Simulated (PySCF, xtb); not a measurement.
Nb(O)(F)2(OH) (F2HNbO2), SMILES [OH][Nb]([F])(=[O])[F], multiplicity 1. The values are those of a single conformer.

Harmonic wavenumbers (cm⁻¹) from GFN2-xTB (xtb 6.7.1) at its own minimum, in rising order: 131, 146, 180, 218, 223, 434, 454, 464, 556, 620, 818, 3520.

Question: What does B3LYP-D3(BJ)/def2-SVP (PySCF) give at its own minimum? (Estimate from the structure and the level; the computed values follow.)

Answer: 169, 182, 202, 246, 247, 426, 509, 696, 721, 766, 1042, 3865. Paired by order, the mean absolute difference is 110 cm⁻¹ and the zero-point energies are 11.1 and 13.0 kcal/mol.
